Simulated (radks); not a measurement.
Species: Sn+. Configuration: [Kr] 4d10 5s1 5p2 (not the ground configuration). Method: Dirac Kohn-Sham, PBE, spin-unpolarised, spherical densities, finite nucleus; open shells are shared between the two j in proportion to 2j + 1; Fermi nuclear charge, rms radius 4.6519 fm; computed with a radial shooting solver on a logarithmic mesh with Libxc functionals. Some entries of the table are withheld. Estimate them.

| orbital | occ. | eigenvalue (hartree) | <r> (bohr) |
|---|---|---|---|
| 1s1/2 | 2 | -1065.838 | 0.02905 |
| 2s1/2 | 2 | -161.1543 | 0.1251 |
| 2p1/2 | 2 | (1) | (2) |
| 2p3/2 | 4 | (3) | (4) |
| 3s1/2 | 2 | -31.38334 | (5) |
| 3p1/2 | 2 | -27.07808 | 0.3299 |
| 3p3/2 | 4 | -25.53038 | 0.3411 |
| 3d3/2 | 4 | -17.92149 | 0.3125 |
| 3d5/2 | 6 | -17.60204 | 0.3161 |
| 4s1/2 | 2 | -5.26811 | 0.8186 |
| 4p1/2 | 2 | -3.83685 | 0.8654 |
| 4p3/2 | 4 | -3.55866 | 0.8950 |
| 4d3/2 | 4 | -1.31887 | 1.084 |
| 4d5/2 | 6 | -1.28034 | 1.099 |
| 5s1/2 | 1 | -0.68686 | 2.283 |
| 5p1/2 | 0.666667 | -0.41791 | 2.779 |
| 5p3/2 | 1.33333 | -0.39585 | 2.882 |

Answer. 
(1) 2p1/2 eigenvalue (hartree): -150.5572
(2) 2p1/2 <r> (bohr): 0.1058
(3) 2p3/2 eigenvalue (hartree): -142.0815
(4) 2p3/2 <r> (bohr): 0.1112
(5) 3s1/2 <r> (bohr): 0.3391
